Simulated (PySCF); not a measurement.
C₃H₇O, SMILES COC[CH2], multiplicity 2. Atoms are numbered in the order given.

```xyz
11

C      1.4195    -0.0658     0.8139
C      0.6275    -0.5759    -0.3435
O     -0.4061     0.2983    -0.7544
C     -1.4697     0.3774     0.1656
H      1.9881    -0.7494     1.4509
H      1.6017     1.0096     0.9033
H      1.2760    -0.6913    -1.2356
H      0.2230    -1.5868    -0.1189
H     -1.1405     0.7506     1.1548
H     -2.2090     1.0759    -0.2505
H     -1.9541    -0.6091     0.3151
```
Charge 0, spin multiplicity 2.

Coordinates come from a TPSSh-D3(BJ)/def2-SVP optimisation. The isomer is the one that the SMILES or the coordinates give; other isomers of the formula were not compared. One conformer was computed; it need not be the lowest.

All values below come from PySCF with B3LYP/pcH-1.

Unrestricted Kohn–Sham, ⟨S²⟩ = 0.754. Hyperfine tensors hold the contact and dipolar terms, without spin-orbit corrections.

### Question
Estimate the hyperfine couplings. (Estimate from the structure and the level; the computed values follow.)

### Answer

```
nucleus    A(iso) (MHz)  A(iso) (G)  dipolar principal values (MHz)
---------  ------------  ----------  ------------------------------
13C no. 1         103.7        37.0             -81.5, -80.8, 162.3
13C no. 2         -35.0       -12.5                 -2.6, -1.0, 3.6
17O no. 3         -15.9        -5.7                  -3.9, 1.6, 2.3
13C no. 4           0.5         0.2                  -1.9, 0.0, 1.9
1H no. 5          -63.8       -22.8               -37.7, -1.5, 39.2
1H no. 6          -58.5       -20.9               -37.6, -1.5, 39.0
1H no. 7          145.7        52.0                 -6.6, -1.8, 8.3
1H no. 8           46.0        16.4                -5.8, -4.4, 10.1
1H no. 9            2.0         0.7                 -5.5, -3.2, 8.7
1H no. 10          -0.8        -0.3                 -1.7, -1.2, 2.9
1H no. 11          -0.5        -0.2                 -1.9, -1.7, 3.5
```

### Question
And the g tensor (effective nuclear charges for spin-orbit coupling, GIAO)? (An estimate is asked for; the answer gives what the named calculation found.)

### Answer
principal values 2.0022, 2.0029, 2.0031; isotropic 2.0027.
